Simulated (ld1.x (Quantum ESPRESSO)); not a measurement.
# Logarithmic derivatives: Hf, PAW

- Element: Hf (Z = 72)
- Generator: ld1.x (Quantum ESPRESSO) 7.5
- Type: PAW
- Functional: PBE
- Relativity: scalar-relativistic
- Frozen core: [Xe] 4f14
- Valence charge: 4
- Reference configuration: 5d2.5 6s1.5 6p0
- Partial waves: 6s (bound): rcut 2.75, rcutus 3.20 bohr; 6s channel at 1.95 Ry: rcut 2.75, rcutus 3.20 bohr; 6p (bound, empty): rcut 3.60, rcutus 4.25 bohr; 6p channel at 3.45 Ry: rcut 3.60, rcutus 4.25 bohr; 5d (bound): rcut 1.65, rcutus 1.75 bohr; 5d channel at 2.35 Ry: rcut 1.65, rcutus 1.75 bohr
- Local potential: all-electron potential smoothed inside 3.75 bohr (lloc = -1)
- Core correction: Bessel-smoothed model core, default radius (core density twice the valence density)
- Augmentation charge: PSQ, radius 1.55 bohr

The phase is arctan(r·u′/u) with u = r·R(r), unwrapped; energies in Ry, scanned from -2 to 5 Ry. A pole is an energy at which the radial function vanishes at the test radius. The pseudo phase is shifted by a multiple of π to meet the all-electron one at the reference energy, and phase errors are pseudo minus all-electron; the curves can meet again beyond the range given. Levels narrower than the energy grid can be missing from the lists of poles.

**Question.** For each channel, where are the poles, and over which energies does the pseudopotential scatter like the atom?

**Answer.**

```tsv
channel	radius (bohr)	reference energy (Ry)	poles, all-electron	poles, pseudo	unbroken range about the reference energy with phases within 0.05 rad	phase error 1 Ry above the reference energy (rad)
s	4.62	-0.36	-0.11, 2.29	-0.11, 2.29	below 3.7	-0.001
p	4.62	-0.10	0.47, 3.09	0.44, 3.07, 4.98	below 0.9	-0.045
d	4.62	-0.17	-0.09, 1.60, 4.53	-0.09, 1.60, 4.57	the whole range	+0.003
```

Phases in the p channel:

```tsv
E (Ry)	all-electron	pseudo
-2.00	1.408	1.406
-1.52	1.379	1.377
-1.04	1.326	1.323
-0.56	1.181	1.177
-0.08	-0.453	-0.453
0.40	-1.538	-1.551
0.88	-1.718	-1.759
1.36	-2.059	-2.443
1.84	-4.205	-4.390
2.32	-4.581	-4.606
2.80	-4.677	-4.683
3.28	-4.734	-4.734
3.76	-4.789	-4.792
4.24	-4.881	-5.008
4.72	-5.296	-7.766
```
